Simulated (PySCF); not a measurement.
Species: CH$_{3}$Cd, net charge 0, doublet state. The spin state was set by rule; other spins were not relaxed. SMILES of the parent species: [CH3][Cd]
Geometry from a B3LYP-D3(BJ)/def2-TZVP (Ansatz) optimisation:
```
C
H 1 1.0863
H 1 1.0863 2 112.93
H 1 1.0863 2 112.93 3 -129.66
Cd 1 2.3260 2 105.74 4 -115.17
```
Charge 0, spin multiplicity 2.

Dispersion corrections to the total energy (kcal/mol) from the dftd3 and dftd4 libraries through PySCF: D3(BJ) without and D4 with the three-body term, each with the damping fitted for the functional named.

| functional | D3(BJ) | D4 |
|---|---|---|
| BP86 | -2.88 | -2.36 |
| B2GP-PLYP | -1.41 | -0.72 |
| HSE06 | -1.14 | ___ |
| CAM-B3LYP | -1.38 | ___ |
| revPBE | -4.33 | -5.62 |
| PW6B95 | ___ | -1.52 |
| TPSSh | -1.98 | -2.14 |

Task: What belongs in the gaps?

Result: 
- HSE06, D4: -1.37
- CAM-B3LYP, D4: -1.49
- PW6B95, D3(BJ): -0.93
